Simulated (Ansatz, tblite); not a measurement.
Removing and adding an electron: the cluster Li₄Al₂. Total charge 0; singlet. Geometry: r2SCAN-D4/def2-TZVP. Ansatz, gas phase; energy differences of separate SCF runs; the oxidised species was run as a doublet alone; the reduced species was run as a doublet alone.

```csv
atom,x (Å),y (Å),z (Å)
Al1,-0.039,0.719,-0.377
Al2,-0.120,-0.183,1.936
Li3,2.205,-0.271,0.463
Li4,-2.448,0.413,0.918
Li5,-0.490,-1.939,-0.118
Li6,0.892,1.261,-2.821
```

The xTB rows come from tblite. The structure comes from a short search, and lower isomers may exist.

```csv
level,−HOMO (eV),vertical IE (eV),−LUMO (eV),vertical EA (eV),HOMO–LUMO gap (eV),IE − EA (eV),remarks
GFN1-xTB,8.57,10.44,8.42,6.74,0.15,3.70,–
r2SCAN-D4/def2-TZVPD,2.94,–,1.94,0.66,1.00,–,"HOMO above zero (-1 doublet), restricted SCF unstable in HF (singlet), spin-contaminated (⟨S²⟩ 0.92) (-1 doublet)"
PBE0-D4/def2-TZVP,3.46,4.57,1.46,–,2.00,–,restricted SCF unstable in HF (singlet)
PBE0-D4/def2-TZVPD,3.46,–,1.50,0.62,1.96,–,"HOMO above zero (-1 doublet), restricted SCF unstable in HF (singlet), spin-contaminated (⟨S²⟩ 0.86) (-1 doublet)"
```

Question: Estimate the rows for PBE-D4/def2-TZVP, PBE-D4/def2-TZVPD, r2SCAN-D4/def2-TZVP.

Answer: 
```
              level  −HOMO (eV)  vertical IE (eV)  −LUMO (eV)  vertical EA (eV)  HOMO–LUMO gap (eV)  IE − EA (eV)                                                                                                            remarks
   PBE-D4/def2-TZVP        2.96              4.66        2.04                 –                0.92             –                                                                            restricted SCF unstable in HF (singlet)
  PBE-D4/def2-TZVPD        2.97                 –        2.06              0.69                0.90             –  HOMO above zero (-1 doublet), restricted SCF unstable in HF (singlet), spin-contaminated (⟨S²⟩ 0.85) (-1 doublet)
r2SCAN-D4/def2-TZVP        2.94              4.48        1.93                 –                1.02             –                                                                            restricted SCF unstable in HF (singlet)
```

Relaxing the reduced species (r2SCAN-D4/def2-TZVPD) changes its energy by -0.15 eV at PBE-D4/def2-TZVPD, so the adiabatic electron affinity to this nearest minimum is 0.84 eV. On the way Li3–Li6 forms. At PBE0-D4/def2-TZVPD it is 0.80 eV. The highest occupied level of the relaxed charge -1 doublet lies above zero (up to 0.53 eV). By energy differences its removal costs 0.84 eV (each at its own geometry, to the charge 0 singlet, at PBE-D4/def2-TZVPD); the vertical value is larger still, so the positive level points to self-interaction error.  Run but left out: HF/def2-TZVPP, HF/def2-TZVPD (singlet: restricted singlet, unstable towards broken spin symmetry); MP2/def2-TZVPP, CCSD/def2-TZVPP, CCSD(T)/def2-TZVPP (charge +1 doublet: ⟨S²⟩ 1.64, where a pure state has 0.75); MP2/def2-TZVPD, CCSD/def2-TZVPD, CCSD(T)/def2-TZVPD (charge -1 doublet: ⟨S²⟩ 1.99, where a pure state has 0.75).   A HOMO above zero means that the electron is unbound at that level or that self-interaction error raises the level; the energy of removing that electron tells which. Raw xTB energy differences between charge states are shifted by several eV; the methods need an empirical correction for them.
